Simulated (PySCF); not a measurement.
Gas-phase reaction: 3 H2BNH2 + borazine = 3 B2H6 + 6 N

Energies from PySCF, thermal terms from the rigid-rotor harmonic-oscillator model, ideal gas at 1 bar. † marks an energy on the PBE0/def2-TZVP geometry and frequencies; other levels use their own. CCSD(T) freezes the core. 6-31G* has spherical d functions here. Open shells (unrestricted): N (multiplicity 4); the rest are closed-shell singlets. B3LYP is the form with VWN-RPA correlation. H2BNH2: computed as isolated molecules; such fragments, hydroxides, amides, oligomers or adducts are transient or little studied in the gas. CCSD(T) isn't extrapolated to the basis-set limit. The harmonic model lacks anharmonicity and excited electronic states, which grow with temperature; levels with a mode under 35 cm⁻¹ are left out.

```csv
level,"ΔE electronic, kJ","ΔH°(298 K), kJ","ΔS°(298 K), J/K","ΔG°(1200 K), kJ"
B3LYP/6-31G*,3731,3630,643,2832
CCSD(T)/def2-SVP†,3516,3410,645,2606
HF/6-31G*,2286,2175,643,1376
PBE/def2-SVP,4068,3963,649,3154
PBE0/def2-SVP†,3879,3774,645,2970
r2SCAN/def2-TZVP†,3733,3628,645,2824
ωB97M-V/def2-TZVP†,3849,3743,645,2939
ωB97X-V/def2-TZVP†,3831,3725,645,2922
```
ΔH° is lowest at HF/6-31G* and highest at PBE/def2-SVP. No reference value is set beside these.
